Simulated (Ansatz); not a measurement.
`C[Si](F)([SiH3])Cl` + H₂O → `O[Si](F)([SiH3])Cl` + CH₄ at 298.15 K and 1 bar (formal hydrolysis of the Si–C bond).

Program: Ansatz. Geometries: PBE0-D4/def2-TZVP. ΔE: electronic, gas phase. CCSD(T)/CBS is the MP2 limit (def2-TZVPP, def2-QZVPP) plus CCSD(T) − MP2 in def2-TZVPP, frozen cores. This one scheme is used for every species. Each species was taken in one conformer, which may not be the lowest.

```json
{"species": "`C[Si](F)([SiH3])Cl`", "CCSD(T)/CBS energy (Eh)": "-1179.52206", "H − E (kJ/mol)": "200.1", "S (J/(mol·K))": "380.6"}
{"species": "H₂O", "CCSD(T)/CBS energy (Eh)": "-76.37941", "H − E (kJ/mol)": "66.4", "S (J/(mol·K))": "188.7"}
{"species": "`O[Si](F)([SiH3])Cl`", "CCSD(T)/CBS energy (Eh)": "-1215.48049", "H − E (kJ/mol)": "139.9", "S (J/(mol·K))": "371.8"}
{"species": "CH₄", "CCSD(T)/CBS energy (Eh)": "-40.46206", "H − E (kJ/mol)": "127.4", "S (J/(mol·K))": "186.2"}
```

H − E and S are ideal-gas, rigid-rotor, harmonic terms from PBE0-D4/def2-TZVP, for one conformer and one mirror image of each species. 1 Eh = 2625.50 kJ/mol, R = 8.31446 J/(mol·K).

Q: By hand: ΔE, ΔH, ΔS and ΔG.

A: ΔE = (-1215.48049) + (-40.46206) − (-1179.52206) − (-76.37941) = -0.04108 Eh = -107.9 kJ/mol. Δ(H − E) = 139.9 + 127.4 − 200.1 − 66.4 = 0.8, so ΔH = -107.1 kJ/mol. ΔS = 371.8 + 186.2 − 380.6 − 188.7 = -11.3 J/(mol·K). ΔG = -107.1 − 298.15 × (-11.3)/1000 = -103.7 kJ/mol.

Q: By hand: the equilibrium constant, and the temperature at which ΔG would vanish if ΔH and ΔS stayed fixed.

A: log₁₀ K = −ΔG/(RT ln 10) = 18.2. ΔG = 0 at ΔH/ΔS = 9478 K, far beyond where these terms or the molecules hold.

The number of gas molecules stays the same, so ΔS is small and ΔH decides. A doubt of 5 kJ/mol in ΔE shifts log₁₀ K by 0.9 here. Other conformers and mirror images would add mixing entropy, several J/(mol·K) or more a flexible species. These are equilibria of isolated gas molecules and say nothing of rates. Largest T1 diagnostic: 0.012 (customary marks: 0.02 for closed shells, 0.045 for open ones).
